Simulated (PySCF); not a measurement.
Isomers of C7H8FN, one GFN2-xTB conformer each. Single-point energies are computed at PBE0/pcSseg-1 (PySCF, gas phase, no added dispersion term), electronic only.

Task: Rank them by PBE0/pcSseg-1 energy, lowest first (kcal/mol).
A. `[CH2:1]=[CH:2][CH2:3]/[C:4]([F:5])=[C:6](\[CH3:7])[C:8]#[N:9]` with C1–C2–C3–C4 -129°, C2–C3–C4–F5 -103°
B. `[CH2:1]=[C:2](/[CH:3]=[C:4]1/[CH2:5][CH:6]=[N:7]1)[CH2:8][F:9]` with C1–C2–C3–C4 180°, C1–C2–C8–F9 0°
C. `[CH3:1][CH2:2][C@@H:3]1[CH:4]=[C:5]([C:6]#[N:7])[C@H:8]1[F:9]` with C1–C2–C3–C4 173°
D. 4-fluoro-2-methylaniline, `Cc1cc(F)ccc1N`
E. `[CH2:1]=[CH:2][C:3](=[CH2:4])[C@@:5]([CH3:6])([F:7])[C:8]#[N:9]` with C1–C2–C3–C4 -171°, C2–C3–C5–C6 67°
F. `[N:1]#[C:2][C@@:3]12[CH2:4][CH2:5][CH2:6][C@@H:7]1[C@H:8]2[F:9]` with C2–C3–C4–C5 123°, C3–C4–C5–C6 31°, C4–C5–C6–C7 -30°, C5–C6–C7–C8 82°

Result: D (0.0), F (34.8), A (45.9), C (49.0), E (51.2), B (67.9).

As drawn, the lowest has an aromatic ring and an N–H bond, which the highest lacks; the highest has a four-membered ring, a C=N bond and a C=C bond outside aromatic rings, which the lowest lacks. Neighbours under 2.5 kcal/mol apart (CC[C@@H]1C=C(C#N)[C@H]1F and C=CC(=C)[C@@](C)(F)C#N) can change places with a better method, another conformer or zero-point energy. GFN2-xTB itself gives, in the same order: 0.0, 27.8, 54.4, 51.2, 61.9, 64.3. Both levels put the same isomer lowest; measured from each level's own lowest isomer, the values differ by up to 10.7 kcal/mol (C=CC(=C)[C@@](C)(F)C#N: 61.9 against 51.2).

Task: Which frontier levels, dipoles and rotational constants go with these structures?

Result: 
```csv
SMILES,"HOMO (eV, PBE0/pcSseg-1)",LUMO (eV),dipole (D),"A, B, C (MHz)"
Cc1cc(F)ccc1N,-5.82,-0.17,3.37,"3043, 1300, 916.5"
N#C[C@@]12CCC[C@@H]1[C@H]2F,-8.26,0.61,5.41,"2319, 1571, 1111"
C=CC/C(F)=C(\C)C#N,-7.54,-1.26,5.59,"2889, 1020, 818.6"
CC[C@@H]1C=C(C#N)[C@H]1F,-8.18,-1.79,5.15,"3534, 944.2, 808.1"
C=CC(=C)[C@@](C)(F)C#N,-7.39,-1.40,3.85,"1881, 1692, 1223"
C=C(/C=C1/CC=N1)CF,-6.63,-1.58,4.14,"3673, 959.1, 767.9"
```
